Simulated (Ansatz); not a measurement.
Gas-phase electronic energies from Ansatz, PBE0-D4/def2-TZVP geometries. CBS: MP2 limit from def2 TZ/QZ plus the TZ coupled-cluster correction, frozen cores. This one scheme is used for every species. Functionals use def2-TZVPP. For Ge outer-core shells are correlated without core-valence functions, which leaves a few kJ/mol of doubt a bond. Scalar relativity is left out up to krypton. Each species was taken in one conformer, which may not be the lowest.

Consider the ligand exchange at the Si–C bond: `O[SiH2]C#[C][GeH2][OH]` + `NC=O` → `O=CN[SiH2]O` + `C#[C][GeH2][OH]`.

`O[SiH2]C#[C][GeH2][OH]`:

```xyz
12

O    -2.617   -1.370    1.428
Si   -2.384   -0.718   -0.060
C    -0.650   -0.177   -0.282
C     0.508    0.161   -0.425
Ge    2.316    0.729   -0.638
O     2.920    1.324    0.922
H    -2.026   -2.072    1.708
H    -3.287    0.449   -0.141
H    -2.676   -1.686   -1.147
H     2.345    1.842   -1.698
H     3.218   -0.453   -0.988
H     2.334    1.971    1.322
```

`NC=O`:

Z-matrix (Å, degrees):
```
N
C 1 1.351
H 1 1.003 2 121.3
H 1 1.006 2 119.3 3 -180.0
O 2 1.206 1 125.0 3 180.0
H 2 1.107 1 112.3 3 -0.0
```

`O=CN[SiH2]O`:

Z-matrix (Å, degrees):
```
Si
O 1 1.632
N 1 1.763 2 111.6
H 1 1.479 2 107.8 3 -115.2
H 1 1.480 2 112.4 3 121.3
H 2 0.962 1 113.4 3 -59.1
C 3 1.352 1 117.5 2 56.2
H 3 1.008 1 124.8 2 -121.2
O 7 1.215 3 122.3 1 -0.9
H 7 1.104 3 115.5 1 179.3
```

`C#[C][GeH2][OH]`:

```xyz
8

C    -0.236    0.540    2.260
C    -0.064    0.364    1.081
Ge    0.233    0.145   -0.775
O    -0.428   -1.462   -1.153
H    -0.393    0.685    3.304
H     1.740    0.187   -1.075
H    -0.520    1.231   -1.560
H    -0.332   -1.689   -2.081
```

```csv
species,ωB97X-V energy (Eh)
`O[SiH2]C#[C][GeH2][OH]`,-2596.58013
`NC=O`,-169.91179
`O=CN[SiH2]O`,-535.88539
`C#[C][GeH2][OH]`,-2230.61751
```

Q: Work out ΔE.

A: ΔE = (-535.88539) + (-2230.61751) − (-2596.58013) − (-169.91179) = -0.01098 Eh = -28.8 kJ/mol. CCSD(T)/CBS gives -30.6 kJ/mol.

Largest T1 diagnostic among the species: 0.016.

The D4 term adds −4.2 kJ/mol with B3LYP and −1.9 kJ/mol with PBE0; it sums over pairs of atoms, weighted by their polarisabilities, and B3LYP, whose exchange is more repulsive, gets the larger term. From PBE to PBE0 (25 % exact exchange), in def2-TZVPP and without D4, ΔE moves by −3.9 kJ/mol.

B3LYP here is the variant with VWN-RPA as its local correlation; programs differ in this.
